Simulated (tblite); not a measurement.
Species: C6H8FOSi (doublet state).
Structure used (GFN2-xTB), in Å, numbered top down from 1:
```xyz
17
C6H8FOSi angstrom
C      2.721   -0.290   -0.781
C      1.860   -0.405    0.045
C      0.793   -0.549    1.006
C     -0.300   -1.471    0.618
O     -0.946   -1.425   -0.583
C     -0.910   -0.201   -1.272
C     -1.361    0.963   -0.384
F     -1.208    2.134   -1.112
Si    -0.292    1.031    1.218
H      3.487   -0.194   -1.492
H      1.211   -0.872    1.959
H     -0.468   -2.408    1.118
H     -1.574   -0.327   -2.131
H      0.104    0.015   -1.635
H     -2.434    0.881   -0.182
H     -1.128    0.831    2.401
H      0.438    2.301    1.197
```

Method: GFN2-xTB as coded in tblite; computed harmonic values from a numerical Hessian at the method's own geometry, unscaled. Errors from tens to a few hundred cm⁻¹ against measured bands are possible. Modes of hydrogen on silicon can be 10 to 20 % off. One conformer, not necessarily the lowest. Open shells enter through the occupations alone, without spin polarisation, and single modes of such species can be off by tens of per cent.

Harmonic wavenumbers (cm⁻¹): 53.5, 104.7, 140.7, 165.0, 241.4, 256.3, 276.9, 342.1, 368.7, 385.8, 424.9, 494.0, 505.2, 561.8, 601.3, 624.8, 657.0, 661.3, 695.8, 737.0, 751.7, 895.9, 977.0, 992.0, 1035.5, 1054.6, 1056.0, 1094.7, 1176.7, 1211.0, 1254.4, 1259.1, 1264.9, 1304.8, 1344.2, 1470.5, 2253.4, 2265.5, 2290.4, 2903.3, 2921.2, 2969.8, 2974.3, 3113.8, 3392.0.

A = 1784, B = 1186, C = 1129 MHz; mass 143.033 u (most abundant isotopes); point group C1, symmetry number 1; spin multiplicity 2.

Zero-point energy?

Half the sum of the wavenumbers: 25762 cm⁻¹ = 73.66 kcal/mol.

Entropy at 298.15 K, 1 bar (ideal gas, RRHO, classical rotation)?

Translation 40.81, rotation 29.29, vibration 27.67, spin (R ln 2) 1.38: S = 99.1 cal/(mol K).

And Cp and H(298.15 K) − H(0)?

Cp = 40.59 cal/(mol K), of which vibrations give 32.64 (their classical limit is 45 R = 89.4); H(298.15 K) − H(0) = 7.03 kcal/mol without the zero-point energy, 4.66 from vibrations.

How do the functions run with temperature in this model?

| T (K) | S (cal/(mol K)) | Cp (cal/(mol K)) | H − H(0) (kcal/mol) | G − H(0) (kcal/mol) | ln q(vib) |
| --- | --- | --- | --- | --- | --- |
| 100 | 69.3 | 17.6 | 1.20 | -5.72 | 1.21 |
| 200 | 85.2 | 29.7 | 3.57 | -13.47 | 3.52 |
| 300 | 99.4 | 40.8 | 7.11 | -22.71 | 6.10 |
| 500 | 124.4 | 57.3 | 17.04 | -45.16 | 11.42 |
| 800 | 154.7 | 71.5 | 36.57 | -87.22 | 18.95 |
| 1000 | 171.4 | 77.4 | 51.49 | -119.87 | 23.51 |

q(vib) and H(0) count from the zero-point level.

Blend soft modes into free rotors: weight 1/[1 + (100 cm⁻¹/ν̃)⁴] for the oscillator and the rest for a rotor with moment μB/(μ + B), μ = h/(8π²ν), B = 10⁻⁴⁴ kg m². What vibrational entropy results?

26.26 cal/(mol K) in place of 27.67, which changes −T·S at 298.15 K by +0.42 kcal/mol.

What must be added to the electronic energy to get the Gibbs energy at 298.15 K and 1 bar?

ZPE + [H(298.15 K) − H(0)] − T·S = 73.66 + 7.03 − 29.56 = 51.13 kcal/mol.

Hindered rotation and anharmonicity are outside this model. Other conformers, if any are populated, would add a mixing term that is left out. The structure is chiral; the term R ln 2 for an equal mix with its mirror image is left out.
